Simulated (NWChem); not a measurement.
C$_{3}$H$_{6}$OSi; SMILES [SiH3][C@@H]1C=CO1

```xyz
11

Si    -0.0071    -1.6181     0.1560
C      0.0731     0.1029    -0.6447
C      1.0411     1.0884    -0.0483
C     -0.0417     1.7383     0.4113
O     -1.0138     0.9243    -0.1064
H      1.2023    -2.4004    -0.2455
H     -0.0350    -1.4493     1.6367
H     -1.2264    -2.3463    -0.3056
H      0.0145     0.0740    -1.7463
H      2.1209     1.1934     0.0000
H     -0.3010     2.6094     1.0174
```
Atoms are numbered in this order, from 1.

All runs: NWChem. Geometry: optimised at PBE0/def2-SVP. Hybrids' shares of exact exchange are those that their runs print; pure functionals count as 0. The functionals differ in more than this share.

```
row                     share of exact exchange  orbital gap (eV)
----------------------  -----------------------  ----------------
PBE/def2-TZVP                              0.00              4.86
BLYP/def2-TZVP                             0.00              4.83
B3LYP/def2-TZVP                            0.20              6.55
PW6B95/def2-TZVP                           0.28          withheld
Hartree-Fock/def2-TZVP                     1.00             12.76
```

Q: Fit a straight line of the last column on the one before it, predict the withheld value, and compare with the run.

A: 
1. Means of the 4 shown rows: x = 0.300, y = 7.250. Slope Σ(x − x̄)(y − ȳ)/Σ(x − x̄)² = 5.370/0.6800 = 7.897; intercept 4.881.
2. The shown rows scatter about the line by 0.053 (root mean square); the largest residual is +0.09, at B3LYP/def2-TZVP.
3. At x = 0.28 (PW6B95/def2-TZVP; inside the shown range) the line gives 7.09.
4. The run gives 7.17, +0.08 from the line, 1.5 times the scatter.
